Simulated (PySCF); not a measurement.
YCl₃, SMILES [Cl][Y]([Cl])[Cl].

The structure is a stationary point at r2SCAN-D4/def2-SVP. The isomer is the one that the SMILES or the coordinates give; other isomers of the formula were not compared. The def2 effective core potentials stand for the cores of Y; spin–orbit coupling is left out.

Method: PBE/def2-TZVPD (PySCF).

Symmetry labels are those of the subgroup C2v that the program uses (full group D3h).

Computed valence orbital energies around the gap with their symmetry:
```csv
orbital,symmetry,energy (eV)
HOMO−7,B1,-8.68
HOMO−6,A1,-8.68
HOMO−5,B2,-8.21
HOMO−4,A2,-8.21
HOMO−3,B2,-8.03
HOMO−2,B1,-7.99
HOMO−1,A1,-7.99
HOMO,B1,-7.77
LUMO,A1,-3.71
LUMO+1,A2,-2.64
LUMO+2,B2,-2.64
LUMO+3,B1,-1.53
```
